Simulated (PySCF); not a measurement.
TPSS single point of quartet CoCl2 at its PBE0 minimum.

An equivalent PySCF input for this run (the driver started from the density of an earlier step):

```python
from pyscf import gto, scf, dft
mol = gto.M(atom='''
Co     0.000000     0.000000     0.000000
Cl     2.102257     0.000000     0.000000
Cl    -2.102257     0.000000     0.000000''',
    basis={'Co': 'def2-SVP', 'Cl': 'def2-SVP'},
    charge=0, spin=3)
mf = dft.UKS(mol, xc='TPSS')
mf.grids.atom_grid = (90, 434)
aux = {'Co': 'def2-universal-JKFIT', 'Cl': 'def2-universal-JKFIT'}
mf = mf.density_fit(auxbasis=aux)
mf.conv_tol = 1e-08
mf.diis_space = 10
mf.max_cycle = 60
mf.verbose = 4
mf.kernel()
```

Excerpt of the output:

```
init E= -2302.87655361145
cycle= 1 E= -2302.8740402796  delta_E= 0.00251  |g|= 0.129  |ddm|= 0.26
cycle= 2 E= -2302.76148134811  delta_E= 0.113  |g|= 0.523  |ddm|= 0.551
cycle= 3 E= -2302.8812034529  delta_E= -0.12  |g|= 0.0363  |ddm|= 0.408
cycle= 4 E= -2302.88205219471  delta_E= -0.000849  |g|= 0.00759  |ddm|= 0.0602
cycle= 5 E= -2302.88208394134  delta_E= -3.17e-05  |g|= 0.00229  |ddm|= 0.00878
cycle= 6 E= -2302.8820863832  delta_E= -2.44e-06  |g|= 0.000259  |ddm|= 0.0018
cycle= 7 E= -2302.88208640491  delta_E= -2.17e-08  |g|= 0.000207  |ddm|= 0.000468
cycle= 8 E= -2302.88208642473  delta_E= -1.98e-08  |g|= 6.06e-06  |ddm|= 0.000188
cycle= 9 E= -2302.8820864249  delta_E= -1.73e-10  |g|= 4.94e-06  |ddm|= 4.78e-05
Extra cycle  E= -2302.88208642491  delta_E= -5.91e-12  |g|= 1.72e-05  |ddm|= 3.59e-05
converged SCF energy = -2302.88208642491  <S^2> = 3.7541899  2S+1 = 4.0020944
```

With open d or f shells other occupations or spin states may lie lower.

This run, together with those of the ionised and electron-attached species (not shown), took 13 s on 2 threads of a shared Arm Neoverse V2 host, with 67 basis functions; the process peaked at 0.64 GiB.
